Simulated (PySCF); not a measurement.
# Krypton: a sound run and one with changed settings

Sound run: Kr⁺ [Ar] 3d10 4s2 4p5, Kr²⁺ [Ar] 3d10 4s2 4p4. Calculation: PySCF 2.14, in def2-SVP; the non-relativistic Hamiltonian (point nucleus). In the sound run the correlated levels freeze [Ar] 3d10. The sound run starts from symmetry-adapted Hartree-Fock orbitals and uses a fine grid where one is needed.

Changed run: all electrons correlated in a basis built for the valence shell.

```json
{"species": "Kr⁺", "method": "MP2", "sound run (hartree)": "-2751.28583", "changed run (hartree)": "-2751.42118", "converged": "yes"}
{"species": "Kr²⁺", "method": "MP2", "sound run (hartree)": "-2750.40495", "changed run (hartree)": "-2750.53886", "converged": "yes"}
```

Ionisation energy of Kr⁺:

```csv
method,sound run (eV),changed run (eV)
UHF,23.396,23.396
MP2,23.970,24.009
SCS-MP2,23.946,23.968
```

A valence basis has no tight correlating functions, so it recovers only part of the core correlation, and not evenly between atom and ion.

For comparison, NIST gives 24.360 eV between the lowest levels.
